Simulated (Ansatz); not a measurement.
Two isomers of C2H6ClNSi: A = `N=CC([SiH3])Cl`, B = `C/C=N\[SiH2]Cl`.

Calculated with Ansatz (gas phase, PBE0-D4/def2-TZVP geometries, no zero-point term in ΔE). CCSD(T)/CBS is the MP2 limit (def2-TZVPP, def2-QZVPP) plus CCSD(T) − MP2 in def2-TZVPP, frozen cores. DFT in def2-TZVPP. B3LYP here is the variant with VWN-RPA as its local correlation; programs differ in this. One conformer a species, not always the lowest.

(1) Which isomer does CCSD(T)/CBS put lower? Give the gap. (An estimate is asked.)

(2) Give E(B) − E(A) in kJ/mol with B3LYP-D4, B3LYP, PBE0-D4, CCSD(T)/def2-TZVPP, MP2/def2-TZVPP, HF/def2-TZVPP, B2PLYP. (Estimate.)

Largest T1 diagnostic: 0.012.

Answers

(1) The calculation gave: B, by 218.0 kJ/mol.

(2) Computed: B3LYP-D4 -223.5, B3LYP -225.4, PBE0-D4 -218.9, CCSD(T)/def2-TZVPP -213.3, MP2/def2-TZVPP -221.2, HF/def2-TZVPP -237.9, B2PLYP -224.3. None reverses the order clearly.

From PBE to PBE0 (25 % exact exchange), in def2-TZVPP and without D4, E(B) − E(A) moves by −6.7 kJ/mol. In def2-TZVPP, CCSD(T) changes the Hartree–Fock value by +24.6 kJ/mol (the triples alone add +3.8 kJ/mol) and MP2 by +16.8 kJ/mol.
